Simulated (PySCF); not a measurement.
# Bond length, frequency and bond energy of SnS by level of theory

State: ¹Σ⁺ (singlet), closed shell. Set-up: PySCF, spin-free X2C with a Gaussian nucleus, basis sets Sn x2c-SVPall, S x2c-SVPall. De refers to Sn + S in their high-spin ground configurations, without counterpoise correction. A positive dipole means Sn(−)S(+).

```
      Level  Re (Å)  ωe (cm⁻¹)  De (eV)  μ (D)
        RHF   2.196        543     2.44  -3.71
    RHF-MP2   2.233        492     4.53    n/a
RHF-SCS-MP2   2.233        494     4.37    n/a
   RHF-CCSD   2.227        504     4.11    n/a
RHF-CCSD(T)   2.247        474     4.41    n/a
        PBE   2.247        474     5.31  -2.83
     r²SCAN   2.229        494     4.99  -3.01
      M06-L   2.234        490     5.40  -3.33
       PBE0   2.218        505     4.90  -3.12
  BHandHLYP   2.208        520     4.42  -3.25
     M06-2X   2.215        516     4.59  -3.38
      ωB97X   2.196        534     5.04  -3.26
```

What are the measured Re and ωe, and which levels come closest?

Re = 2.209026 Å and ωe = 487.26 cm⁻¹ (Huber and Herzberg, Constants of Diatomic Molecules (1979)). Closest are BHandHLYP for the length (off by -0.001 Å) and M06-L for the frequency (off by 0.6 %).

| Level | error in Re (pm) | error in ωe (%) |
| --- | --- | --- |
| RHF | -1.3 | 11.5 |
| RHF-MP2 | 2.4 | 1.0 |
| RHF-SCS-MP2 | 2.4 | 1.3 |
| RHF-CCSD | 1.7 | 3.4 |
| RHF-CCSD(T) | 3.8 | -2.8 |
| PBE | 3.8 | -2.7 |
| r²SCAN | 2.0 | 1.3 |
| M06-L | 2.5 | 0.6 |
| PBE0 | 0.9 | 3.7 |
| BHandHLYP | -0.1 | 6.7 |
| M06-2X | 0.6 | 5.8 |
| ωB97X | -1.3 | 9.7 |

Correlated steps freeze 23 core orbitals. Correlated levels converge slowly with the basis: in double zeta they bind strong bonds too weakly, by up to about 1 eV, and carry superposition errors of some tenths. These are scalar-relativistic numbers at best; spin–orbit coupling would shift them, the dissociation energy most. Where the molecule has an RHF reference, its open-shell atoms are computed with UHF. The CCSD T1 diagnostic is raised, a sign that a single reference may not be enough here.
